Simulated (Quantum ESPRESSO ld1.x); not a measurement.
Question: These are the eigenvalues of the occupied orbitals of an atom or ion with whole-number occupations (Ry). All-electron calculation, scalar-relativistic Kohn-Sham, LDA (Slater exchange, Perdew-Zunger correlation), spin-polarised, spherical densities, point nucleus. Program: ld1.x of Quantum ESPRESSO 7.5.

1s up: -0.53831

Which element is it, and in what charge state? The configuration may be excited. Open shells, if any, are filled with parallel spins first.

Answer: Z = 1, hydrogen, charge 0: H in 1s1. The 1s level, -0.26916 hartree, gives Z - s = 0.7 by -(Z - s)^2/2, which with screening and relativity narrows Z to a few neighbours, and with so few levels the electron count can be read from the list.
